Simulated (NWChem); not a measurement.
Species: GeBrF$_{3}$; SMILES [F][Ge]([F])([Br])[F]

```xyz
5

F     -0.4702    -1.5142    -1.2998
Ge     0.0000     0.0000    -0.6665
F     -1.0762     1.1643    -1.2998
F      1.5464     0.3499    -1.2998
Br     0.0000     0.0000     1.5747
```
Atoms are numbered in this order, from 1.

Program: NWChem. Pople sets run with spherical d functions. The geometry was optimised at PBE0/def2-SVP. GIAO values for the isolated, static molecule; σ is the absolute isotropic shielding, δ = σ(reference) − σ with the isolated reference molecule computed at the same levels (19F: trichlorofluoromethane). Spin-orbit effects, on the heavy nuclei and on their neighbours, are missing.

Question: Predict the results for B3LYP/6-311G**. Quantities: δ F1 (ppm); σ Ge2 (ppm); σ Br5 (ppm).

Answer: 
```yaml
"δ F1 (ppm)": -107.7
"σ Ge2 (ppm)": 1330.7
"σ Br5 (ppm)": 2424.0
```
